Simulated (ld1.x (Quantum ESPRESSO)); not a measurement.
## What the settings do to the ultrasoft potential of aluminium

Base potential:

- Element: Al
- Generator: ld1.x (Quantum ESPRESSO) 7.5
- Type: ultrasoft
- Functional: Wu–Cohen
- Relativity: scalar-relativistic
- Frozen core: [Ne]
- Valence charge: 3
- Reference configuration: 3s1.75 3p1.25
- Partial waves: 3s (bound): rcut 1.70, rcutus 2.30 bohr; 3s channel at 1.1 Ry: rcut 1.70, rcutus 2.30 bohr; 3p (bound): rcut 2.25, rcutus 2.45 bohr; 3p channel at 0.1 Ry: rcut 2.25, rcutus 2.45 bohr
- Local potential: all-electron potential smoothed inside 1.80 bohr (lloc = -1)
- Core correction: none
- Augmentation charge: PSQ, inside the norm-conserving radii

Cutoffs, loose and tight: the cutoffs (Ry, on a coarse ladder) from which the occupation-weighted sum of valence levels, in a spherical-Bessel basis at the reference potential, stays within 10 and 1 mRy of its value at 400 Ry. They do not see the model core or the augmentation charge, which bear on the density cutoff. Test errors are all-electron minus pseudo excitation energies from the reference, over the configurations 3s2 3p1; 3s2 3p0; 3s1 3p0; 3s2 3p0.5; 3s2 3p1.3; 3s1 3p1; 3s1 3p2. A dash means not determined; rows that change the core or the reference have their own tests.

```csv
change,outcome,"cutoff, loose","cutoff, tight",bound ghosts,largest test error (meV)
base,generated,6 Ry,8 Ry,none,-11
reference 3s1 3p0,generated,6 Ry,6 Ry,none,-52
local potential all-electron potential smoothed inside 1.85 bohr (lloc = -1),generated,6 Ry,8 Ry,none,-11
local potential all-electron potential smoothed inside 2.84 bohr (lloc = -1),generated,6 Ry,8 Ry,none,-11
functional LDA (PZ),generated,6 Ry,8 Ry,none,+60
"type PAW; local potential all-electron potential smoothed inside 2.40 bohr (lloc = -2); core correction a·sin(br)/r model core, default radius (ld1.x builds one for every PAW set, though the input has nlcc=.false.)",generated,6 Ry,8 Ry,none,-17
"waves 3p (bound): rcut 2.25, rcutus 2.40 bohr; 3p channel at 0.1 Ry: rcut 2.25, rcutus 2.40 bohr",generated,6 Ry,8 Ry,none,-11
```

Problem. What comes out with this change to the base: all radii scaled by about 1.35 (s 3.10, p 3.30 bohr, rcut 2.28/3.02); local potential all-electron potential smoothed inside 2.42 bohr (lloc = -1)?

Solution. outcome: failed: chargeps: negative rho. Cause: the spherical valence density built from the smooth waves and the augmentation charge turned negative at some radius.
